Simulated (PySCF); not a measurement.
Basis and Hamiltonian dependence of the excitation energy of Cd

Cd [Kr] 4d10 5s2 (1S) → Cd [Kr] 4d10 5s1 5p1, s spin flipped. All values are computed (PySCF 2.14, energy differences of UHF-based or UKS calculations, no spin-orbit coupling). Values in eV.

| basis | Hamiltonian | functions | UHF | LDA | PBE0 | MP2 (valence) |
| --- | --- | --- | --- | --- | --- | --- |
| aug-cc-pVDZ-PP with ECP28MDF | ECP | 54 | 3.826 | 4.742 | 4.401 | 4.606 |
| def2-TZVPPD with the def2 core potential (28 electrons) | ECP | 56 | 3.940 | 4.804 | 4.461 | 4.664 |
| aug-cc-pwCVDZ-PP with ECP28MDF | ECP | 70 | 3.800 | 4.726 | 4.382 | 4.588 |
| x2c-TZVPPall | spin-free X2C | 79 | 3.905 | 4.682 | 4.372 | 4.559 |
| aug-cc-pVTZ-PP with ECP28MDF | ECP | 88 | 3.801 | 4.724 | 4.379 | 4.624 |
| aug-cc-pVTZ-PP with one added diffuse shell each of s, p, d, f, g type with ECP28MDF | ECP | 113 | 3.799 | 4.722 | 4.374 | 4.618 |
| x2c-QZVPPall with one added diffuse shell each of s, p, d, f, g type | spin-free X2C | 143 | 3.795 | 4.645 | 4.325 | 4.622 |

Frozen in the all-electron rows: valence: [Kr]; with a core potential, the same shells as far as they lie outside it.

In the upper determinant the s electron has its spin opposite to the other open shell, which mixes two multiplicities.
